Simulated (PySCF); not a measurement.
# [PbCl3]− at several levels of theory

Computed with PySCF 2.14.0 (density fitting, no spin-orbit coupling) at the geometry relaxed with B3LYP:

```xyz
4
[PbCl3]− (singlet)
Pb    0.0000    0.0000    0.5091
Cl    2.3434    0.0000   -0.6606
Cl   -1.1717    2.0295   -0.6606
Cl   -1.1717   -2.0294   -0.6606
```

```tsv
level	basis	state	HOMO (eV)	gap (eV)	charge on Pb1 (e)	dipole about the centre of mass (D)	largest force component (eV/Å)
B3LYP	Pb def2-SVP with ECP60, Cl def2-SVP	singlet	-2.39	5.46	0.50	5.27	0.01
revPBE	the same	singlet	-1.49	4.17	0.46	5.15	0.12
B3LYP	Pb def2-TZVP with ECP60, Cl def2-TZVP	singlet	-2.99	5.47	0.76	5.80	0.05
B3LYP	Pb x2c-SVPall, Cl x2c-SVPall	singlet	-2.39	5.47	0.52	5.27	0.62
```

Charges are Mulliken's, which hang on the basis. The relaxation used the grid (50, 194), these runs (75, 302) or, all-electron (x2c bases, spin-free X2C Hamiltonian), (99, 590).

Task: A further run in the first row's basis gives HOMO (eV) -3.79, gap (eV) 7.95, charge on Pb1 (e) 0.53, dipole about the centre of mass (D) 5.48, largest force component (eV/Å) 0.27. Which level was it?
A. TPSS
B. CAM-B3LYP
C. PBE0

Result: B. The others give HOMO -2.70 eV (PBE0); -1.67 eV (TPSS).

In the first row's basis the gap widens with exact exchange: 4.2 to 4.3 eV for revPBE, TPSS (none); 5.5 to 5.9 eV for B3LYP, PBE0 (a fixed share); 7.9 eV for CAM-B3LYP (rising or full at long range).
